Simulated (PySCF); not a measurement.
## Two-component Hartree-Fock for Ru⁺ (ruthenium, charge +1)

Start: [Kr] 4d7; 4d3/2 filled at m_j = -3/2, -1/2, +1/2, +3/2; 4d5/2 filled at m_j = +1/2, +3/2, +5/2. Calculated with PySCF 2.14 in x2c-QZVPPall-2c (13s12p9d4f2g, 140 functions): generalised Hartree-Fock with the X2C-1e Hamiltonian and a Gaussian nucleus; one run each with spin-orbit coupling (SO) switched off, then screened by Boettger's factors.

```tsv
spinor shell	electrons	ε, spin-free (eV)	ε, screened SO (eV)	weight of nominal j (screened SO)	rms radius, screened SO (bohr)
1s1/2	2	-22242.4	-22241.2	1.000	0.0384
2s1/2	2	-3283.9	-3283.5	1.000	0.158
2p1/2	2	-2935.0	-3025.6	1.000	0.137
2p3/2	4	-2935.0	-2892.8	1.000	0.142
3s1/2	2	-618.51	-618.38	1.000	0.428
3p1/2	2	-500.80	-516.74	1.000	0.425
3p3/2	4	-500.80	-493.28	1.000	0.436
3d3/2	4	-311.75	-314.60	0.992	0.416
3d5/2	6	-311.75	-309.69	0.995	0.420
4s1/2	2	-100.99	-100.94	1.000	1.10
4p1/2	2	-65.799	-70.195	0.823	1.21
4p3/2	4	-65.799	-63.638	0.912	1.22
4d5/2	3	-18.272	-18.973	0.761	1.76
4d3/2	4	-18.272	-17.764	0.709	1.79
```

```csv
quantity,spin-free,screened SO
E (hartree),-4527.48699,-4528.13870
M_J,9/2,9/2
⟨J²⟩,24.767,24.770
⟨L²⟩,12.012,12.126
⟨S²⟩,3.755,3.736
```

Each row is a mean over spinors that exchange with the open shell spreads, by up to 7.801 eV (4p3/2).

Rows whose weight is well below 1 are mixtures of j = l ± 1/2: exchange outweighs spin-orbit coupling there, and the label is only the starting occupation.

Breit and QED terms are absent; they matter most for the inner s and p1/2 levels.

Densities and radii are taken from the X2C orbitals without a picture-change correction, which distorts them close to the nucleus.

Without spin-orbit coupling the j labels of p, d and f shells carry no meaning; the spin-free column gives the mean over the occupied spinors of each nl shell.
